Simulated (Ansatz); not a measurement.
Basis-set series for BH$_{6}$InOSi. Charge 0, multiplicity 1. In takes the def2 core potential. The bonds changed during the relaxation, so this is another structure than the one it started from. All single points use the PBE0-D4/def2-TZVP geometry. It is one conformer, not always the lowest.

```xyz
10

B    -0.207    0.188   -0.870
In    2.022    1.244   -0.869
Si    0.161   -0.114    1.201
O    -1.498   -0.310   -1.164
H     0.754   -0.367   -1.519
H    -0.143    1.408   -1.170
H     1.509   -0.025    1.861
H    -0.740    0.737    2.026
H    -0.243   -1.540    1.392
H    -1.614   -1.221   -0.890
```

| functional | basis | functions | energy (Eh) | HOMO (eV) | LUMO (eV) |
| --- | --- | --- | --- | --- | --- |
| PBE0-D4 | def2-SVP | 102 | -582.93104 | -6.69 | -1.59 |
| PBE0-D4 | def2-QZVPP | 446 | -583.17795 | -6.77 | -1.66 |
| ωB97M-V | def2-SVP | 102 | -583.03022 | -8.74 | -0.06 |
| ωB97M-V | def2-QZVPP | 446 | -583.28301 | -8.86 | -0.28 |

Problem. Give the rows for def2-TZVPP. (An estimate is asked.)

Solution. Computed: 
```tsv
functional	basis	functions	energy (Eh)	HOMO (eV)	LUMO (eV)
PBE0-D4	def2-TZVPP	238	-583.16098	-6.75	-1.64
ωB97M-V	def2-TZVPP	238	-583.26671	-8.84	-0.22
```
